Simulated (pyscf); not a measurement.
Cl–GeH(Cl)–TeH → TeH₂ + Cl–Ge:–Cl [singlet] (1,1-elimination; singlet surface; Ge–Te, Ge–H broken, H–Te formed). Optimised with ωB97X-D3(BJ)/def2-SVP in PySCF. Energies in eV from the reactant's lowest minimum found.

```tsv
level	barrier	reaction energy
ωB97X-D3(BJ)/def2-TZVP	2.35	+1.46
PBE/def2-TZVP	___	+0.90
r²SCAN/def2-TZVP	1.77	+1.17
B3LYP-D3(BJ)/def2-TZVP	1.81	+0.94
ωB97M-D3(BJ)/def2-TZVP	2.15	+0.97
HF/def2-TZVP	___	___
```

Task: Some entries are withheld; supply them.

Result: 
- PBE/def2-TZVP, barrier: 1.54
- HF/def2-TZVP, barrier: 2.87
- HF/def2-TZVP, reaction energy: +1.03

The functionals in the table span 0.81 eV in this barrier, from PBE to ωB97X-D3(BJ). On the product side the descent ends in an adduct with a Ge–Te contact, 0.65 eV under the separated species and 1.53 eV under the saddle at ωB97X-D3(BJ)/def2-TZVP. What is counted as broken (Ge–Te) persists as a longer contact in the product adduct; parting that adduct is a step of its own. One saddle was located; it need not be the lowest between these sides. Elements up to Kr have no core potential and no relativistic terms here. Elements past Kr carry the def2 core potentials, without spin-orbit coupling.
